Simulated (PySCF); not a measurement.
## Co²⁺: excitation energy

Co²⁺ [Ar] 3d7 (4F) → Co²⁺ [Ar] 3d6 4s1 (6D), as a difference of total energies. Calculation: PySCF 2.14, in ANO-RCC-VTZP (6s5p3d2f1g, 59 functions); scalar relativity by spin-free X2C-1e. Correlated levels: valence: [Ar] frozen. The calculations carry no spin-orbit coupling.

```
           method  excitation energy (eV)
              UHF                   4.978
    MP2 (valence)                   6.496
SCS-MP2 (valence)                   6.691
   CCSD (valence)                   6.280
CCSD(T) (valence)                   6.320
```

How much does correlation contribute at CCSD(T) (valence)?

6.320 − (4.978) = 1.342 eV, measured against UHF.

A first-order spin-orbit estimate (lowest level to lowest level, LS coupling) adds 0.030 eV.

The basis was made for the ground configuration and has no added diffuse functions, so the excitation energy can come out too high.
